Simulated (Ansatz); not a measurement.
Ansatz (a program for electronic structure) input for Cl3Sb, SMILES [Cl][Sb-]([Cl])[Cl], charge -1, multiplicity 2, PBE-D3(BJ)/def2-SVPD. 

Ansatz 0.2 input:
```yaml
crystal:
  periodic: [false, false, false]
  atoms:
    - {symbol: Sb, position_ang: [0.00000000, 0.00000000, -0.39800951]}
    - {symbol: Cl, position_ang: [0.00000000, -0.00000001, 1.98748183]}
    - {symbol: Cl, position_ang: [-0.00000000, -2.64117887, -0.39672665]}
    - {symbol: Cl, position_ang: [-0.00000000, 2.64117887, -0.39672665]}
basis:
  gaussian:
    orbitals: def2-SVPD
hamiltonian:
  xc: pbe
  dispersion: d3bj
total_charge: -1
magnetization: {spin_polarized: true, initial_magnetization: 1}
relax: {f_tol: 0.002, max_steps: 200}
```

Program output:

```
WARN ansatz: RAYON_NUM_THREADS=1 ignored (pool sized by the plan → 1); use --threads N
Functional definition: PBE
integrals: 0.07 GiB planned
1192 factors; their error is unknown
mean field: 0.43 GiB planned
mean field evaluation 1: about -44083.2370 eV, gradient 1.3e1 eV
mean field evaluation 2: about -44076.7513 eV, gradient 3.4e1 eV
mean field evaluation 4: about -44084.4595 eV, gradient 1.3e0 eV
mean field evaluation 8: about -44084.4707 eV, gradient 3.4e-2 eV
mean field evaluation 16: about -44084.4423 eV, gradient 4.4e-5 eV
mean field -44084.44230798 eV, -1620.0733733102 hartree, gradient 4.3e-5 eV, S^2 0.752345; 0 other end points of the search recorded, 0 dependent functions left out
the calculation of the forces begins
reference -44084.44234781 eV, -1620.0733747736 hartree; 38, 37 occupied and 75, 76 virtual orbitals, 1192 factors
relax step   1: F+E_penalty+E_count = -44084.58999940 eV  Δ(F+E_penalty+E_count) = +0.000e0 eV  max|allowed force component| = 8.653e-1 eV/Å  Δτ_max = 0.0000 Å  (29 SCF iters, accepted)
these checks for a lower state are left out or cut short: starts, cluster_reference, orbital_swaps, neighbouring_geometries, increment
integrals: 0.06 GiB planned
1192 factors; their error is unknown
mean field: 0.43 GiB planned
mean field -44084.49448659 eV, -1620.0752908385 hartree, gradient 2.1e-5 eV, S^2 0.752445; 0 other end points of the search recorded, 0 dependent functions left out
the calculation of the forces begins
reference -44084.49452671 eV, -1620.0752923131 hartree; 38, 37 occupied and 75, 76 virtual orbitals, 1192 factors
relax step   2: F+E_penalty+E_count = -44084.63827326 eV  Δ(F+E_penalty+E_count) = -4.827e-2 eV  max|allowed force component| = 1.464e-1 eV/Å  Δτ_max = 0.1255 Å  (32 SCF iters, accepted)
these checks for a lower state are left out or cut short: starts, cluster_reference, orbital_swaps, neighbouring_geometries, increment
integrals: 0.06 GiB planned
1192 factors; their error is unknown
mean field: 0.43 GiB planned
mean field evaluation 32: about -44084.5051 eV, gradient 1.3e-5 eV
mean field -44084.50513501 eV, -1620.0756821607 hartree, gradient 1.3e-5 eV, S^2 0.752461; 0 other end points of the search recorded, 0 dependent functions left out
the calculation of the forces begins
reference -44084.50517537 eV, -1620.0756836440 hartree; 38, 37 occupied and 75, 76 virtual orbitals, 1192 factors
relax step   3: F+E_penalty+E_count = -44084.64668067 eV  Δ(F+E_penalty+E_count) = -8.407e-3 eV  max|allowed force component| = 4.503e-2 eV/Å  Δτ_max = 0.0731 Å  (32 SCF iters, accepted)
these checks for a lower state are left out or cut short: starts, cluster_reference, orbital_swaps, neighbouring_geometries, increment
integrals: 0.06 GiB planned
1192 factors; their error is unknown
mean field: 0.43 GiB planned
mean field -44084.50670989 eV, -1620.0757400366 hartree, gradient 5.7e-5 eV, S^2 0.752475; 0 other end points of the search recorded, 0 dependent functions left out
the calculation of the forces begins
reference -44084.50675033 eV, -1620.0757415227 hartree; 38, 37 occupied and 75, 76 virtual orbitals, 1192 factors
relax step   4: F+E_penalty+E_count = -44084.64743454 eV  Δ(F+E_penalty+E_count) = -7.539e-4 eV  max|allowed force component| = 6.568e-3 eV/Å  Δτ_max = 0.0263 Å  (28 SCF iters, accepted)
these checks for a lower state are left out or cut short: starts, cluster_reference, orbital_swaps, neighbouring_geometries, increment
integrals: 0.06 GiB planned
1192 factors; their error is unknown
mean field: 0.43 GiB planned
mean field -44084.50670855 eV, -1620.0757399873 hartree, gradient 5.5e-5 eV, S^2 0.752474; 0 other end points of the search recorded, 0 dependent functions left out
the calculation of the forces begins
reference -44084.50674899 eV, -1620.0757414733 hartree; 38, 37 occupied and 75, 76 virtual orbitals, 1192 factors
relax step   5: F+E_penalty+E_count = -44084.64726491 eV  Δ(F+E_penalty+E_count) = +1.696e-4 eV  max|allowed force component| = 4.233e-2 eV/Å  Δτ_max = 0.0140 Å  (28 SCF iters, rejected (line search))
these checks for a lower state are left out or cut short: starts, cluster_reference, orbital_swaps, neighbouring_geometries, increment
integrals: 0.06 GiB planned
1192 factors; their error is unknown
mean field: 0.43 GiB planned
mean field -44084.50698073 eV, -1620.0757499898 hartree, gradient 5.6e-5 eV, S^2 0.752478; 0 other end points of the search recorded, 0 dependent functions left out
the calculation of the forces begins
reference -44084.50702119 eV, -1620.0757514765 hartree; 38, 37 occupied and 75, 76 virtual orbitals, 1192 factors
relax step   6: F+E_penalty+E_count = -44084.64750832 eV  Δ(F+E_penalty+E_count) = -7.378e-5 eV  max|allowed force component| = 2.457e-3 eV/Å  Δτ_max = 0.0068 Å  (29 SCF iters, accepted)
these checks for a lower state are left out or cut short: starts, cluster_reference, orbital_swaps, neighbouring_geometries, increment
integrals: 0.06 GiB planned
1192 factors; their error is unknown
mean field: 0.43 GiB planned
mean field -44084.50723993 eV, -1620.0757595153 hartree, gradient 5.6e-5 eV, S^2 0.752482; 0 other end points of the search recorded, 0 dependent functions left out
the calculation of the forces begins
reference -44084.50728041 eV, -1620.0757610027 hartree; 38, 37 occupied and 75, 76 virtual orbitals, 1192 factors
relax step   7: F+E_penalty+E_count = -44084.64753747 eV  Δ(F+E_penalty+E_count) = -2.914e-5 eV  max|allowed force component| = 8.493e-4 eV/Å  Δτ_max = 0.0073 Å  (29 SCF iters, accepted)
integrals: 0.06 GiB planned
1192 factors; their error is unknown
mean field: 0.43 GiB planned
mean field evaluation 64: about -44084.5301 eV, gradient 8.0e-1 eV
mean field -44084.50723993 eV, -1620.0757595153 hartree, gradient 5.6e-5 eV, S^2 0.752482; 1 other end points of the search recorded, 0 dependent functions left out
the calculation of the forces begins
reference -44084.50728041 eV, -1620.0757610027 hartree; 38, 37 occupied and 75, 76 virtual orbitals, 1192 factors
Total energy: -44084.64757794 eV, -1620.0809168420 hartree
Atom 0 at     0.000000    -0.000000    -0.256936 Å, force     0.000000    -0.000000     0.000849 eV/Å
Atom 1 at    -0.000000    -0.000000     2.222895 Å, force    -0.000000    -0.000000    -0.000441 eV/Å
Atom 2 at    -0.000000    -2.623113    -0.584970 Å, force    -0.000000    -0.000206    -0.000204 eV/Å
Atom 3 at    -0.000000     2.623113    -0.584970 Å, force    -0.000000     0.000206    -0.000204 eV/Å
Dipole moment:    -0.000000     0.000000    -0.145964 e Å
```

The run converged.

Cost: roughly 30 core-seconds.
